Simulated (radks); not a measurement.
Dipole-allowed excitations along the series with 30 electrons in [Ar] 3d10 4s2. Method: scalar-relativistic Kohn-Sham, LDA (Slater exchange, VWN5 correlation), spin-polarised, spherical densities, finite nucleus; Fermi nuclear charge, rms radius of each element as measured or else 0.836 A^(1/3) + 0.57 fm; computed with a radial shooting solver on a logarithmic mesh with Libxc functionals. Time-dependent linear response with the Hartree and adiabatic LDA kernel, continuum included through the Sternheimer equations, no spin-orbit coupling, so fine structure and intercombination lines are absent. Lines are the poles of the dipole polarisability below minus the highest occupied eigenvalue, found on a grid refined at the orbital gaps; the lowest seven at most are given, and weak or close lines can be missed. The first line takes the name of the lowest orbital gap if no other gap lies below it; otherwise a line is named after a gap within 0.6 % of it, if that gap stands alone.

species,-e(HOMO) (eV),lowest orbital gap (eV),first line (eV),f,static alpha (bohr^3)
Ag17+,461.58,4s-4p 43.433,51.403 (4s-4p),1.27,0.3890
Cd18+,505.41,4s-4p 46.141,54.458 (4s-4p),1.25,0.3423
In19+,551.12,4s-4p 48.936,57.601 (4s-4p),1.24,0.3025
Sn20+,598.73,4s-4p 51.824,60.837 (4s-4p),1.23,0.2683
Sb21+,648.23,4s-4p 54.810,64.173 (4s-4p),1.22,0.2389
Te22+,699.63,4s-4p 57.901,67.615 (4s-4p),1.21,0.2134
